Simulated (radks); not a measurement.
Values are calculated unless marked as measured or tabulated.
Question: Isoelectronic series with 12 electrons, each ion in its NIST ground configuration. Code: a radial shooting solver on a logarithmic mesh with Libxc functionals. Model: scalar-relativistic Kohn-Sham, PBE, spin-polarised, spherical densities, finite nucleus; Fermi nuclear charge, rms radius of each element as measured or else 0.836 A^(1/3) + 0.57 fm. Total energies (hartree) and orbital eigenvalues (eV):

ion,configuration,E (hartree),3s,2p
Mg,[Ne] 3s2,-200.27974,-4.7055,-46.6138
Ti10+,[Ne] 3s2,-815.76887,-253.8431,-680.9900
Co15+,[Ne] 3s2,-1286.19180,-496.3276,-1258.533
Ge20+,[Ne] 3s2,-1867.23070,-817.6685,-2009.860
Rb25+,[Ne] 3s2,-2561.14369,-1219.328,-2936.611
Mo30+,[Ne] 3s2,-3370.70068,-1703.262,-4040.928
Ag35+,[Ne] 3s2,-4299.24259,-2271.915,-5325.401
Te40+,[Ne] 3s2,-5350.74006,-2928.267,-6793.051
La45+,[Ne] 3s2,-6529.9095,-3675.911,-8447.336
Sm50+,[Ne] 3s2,-7842.2778,-4519.138,-10292.16
Ho55+,[Ne] 3s2,-9294.4412,-5463.105,-12331.88
Hf60+,[Ne] 3s2,-10894.1300,-6513.964,-14571.34

Estimate the row of Cl5+ ([Ne] 3s2).

Answer: E (hartree) -454.19528; 3s -89.4185; 2p -276.3376.
